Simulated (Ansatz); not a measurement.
Reactions of `[SiH3]BCl`.

Gas-phase electronic energies from Ansatz, PBE0-D4/def2-TZVP geometries. CCSD(T)/CBS adds triple-zeta CCSD(T) − MP2 to the extrapolated MP2 energy (def2 sets, frozen cores). Small cases extrapolate CCSD(T) itself. Functionals use def2-TZVPP. For Ga outer-core shells are correlated without core-valence functions, which leaves a few kJ/mol of doubt a bond. Scalar relativity is left out up to krypton. One conformer a species, not always the lowest.

```tsv
reaction	CCSD(T)/CBS(def2) (kJ/mol)
`[SiH3]BCl` + `N=C=CN` → `N=C=CNB[SiH3]` + HCl	?
`[SiH3]BCl` + `C[SiH2]O` → `C[SiH2]O[SiH3]` + `BCl`	-126
`[SiH3]BCl` + `N=[C](O)[GaH2]` → `O/[C]([GaH2])=N/[SiH3]` + `BCl`	-82
`[SiH3]BCl` + H₂O → `O[SiH3]` + `BCl`	?
`[SiH3]BCl` + `BSC` → `BSCB[SiH3]` + HCl	92
`[SiH3]BCl` + `NC=O` → `NC(=O)[SiH3]` + `BCl`	-1
`[SiH3]BCl` + `CCOBF` → `FBBCl` + `CCO[SiH3]`	76
`[SiH3]BCl` + `CNC` → `CN(C)B[SiH3]` + HCl	-70
`[SiH3]BCl` + `[SiH3]S` → `[SiH3]BS[SiH3]` + HCl	-6
`[SiH3]BCl` → `BCl` + `[SiH2]`	?
```

Fill in the missing values. (Estimate.)

Ansatz gave: `[SiH3]BCl` + `N=C=CN` → `N=C=CNB[SiH3]` + HCl: -65.3 kJ/mol; `[SiH3]BCl` + H₂O → `O[SiH3]` + `BCl`: -100.2 kJ/mol; `[SiH3]BCl` → `BCl` + `[SiH2]`: +219.6 kJ/mol.

Largest T1 diagnostic: 0.016, for `NC(=O)[SiH3]`.

Extrapolated directly: `[SiH3]BCl` + `C[SiH2]O` → `C[SiH2]O[SiH3]` + `BCl`; `[SiH3]BCl` → `BCl` + `[SiH2]`.
